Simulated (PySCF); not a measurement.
Isomers of C6H12GeO, from PBE0-D3(BJ)/def2-SVP geometry optimisation, gas phase (PySCF). One conformer each, no zero-point energy, no frequencies.

Task: Which isomer lies lowest at this level?
A. `[CH3:1][O:2][CH2:3][C:4]1=[CH:5][CH2:6][GeH2:7][CH2:8]1` with C1–O2–C3–C4 -176°, O2–C3–C4–C5 -129°: A = 3743, B = 632.4, C = 563.0 MHz, dipole 1.40 D
B. `[CH3:1][O:2][CH2:3][GeH:4]1[CH2:5][CH:6]=[CH:7][CH2:8]1` with C1–O2–C3–Ge4 179°, O2–C3–Ge4–C5 52°: A = 2347, B = 980.8, C = 898.6 MHz, dipole 1.44 D
C. `[CH3:1][C:2](=[O:3])[GeH:4]1[CH2:5][CH2:6][CH2:7][CH2:8]1` with C1–C2–Ge4–C5 -141°, C2–Ge4–C5–C6 -123°, Ge4–C5–C6–C7 35°, C5–C6–C7–C8 -52°, C6–C7–C8–Ge4 39°: A = 2665, B = 1014, C = 974.1 MHz, dipole 1.88 D

Result: C. That is `C[C](=O)[GeH]1[CH2]CC[CH2]1`, 22.1 kcal/mol below the next.

```csv
SMILES,mapped SMILES,E (Eh),relative (kcal/mol),relative (kJ/mol),dipole (D)
C[C](=O)[GeH]1[CH2]CC[CH2]1,[CH3:1][C:2](=[O:3])[GeH:4]1[CH2:5][CH2:6][CH2:7][CH2:8]1,-2386.99001,0.0,0.0,1.88
COCC1=C[CH2][GeH2][CH2]1,[CH3:1][O:2][CH2:3][C:4]1=[CH:5][CH2:6][GeH2:7][CH2:8]1,-2386.95484,22.1,92.4,1.40
CO[CH2][GeH]1[CH2]C=C[CH2]1,[CH3:1][O:2][CH2:3][GeH:4]1[CH2:5][CH:6]=[CH:7][CH2:8]1,-2386.95133,24.3,101.6,1.44
```

As drawn, the lowest has a C=O bond, which the highest lacks; the highest has a C=C bond outside aromatic rings, which the lowest lacks.
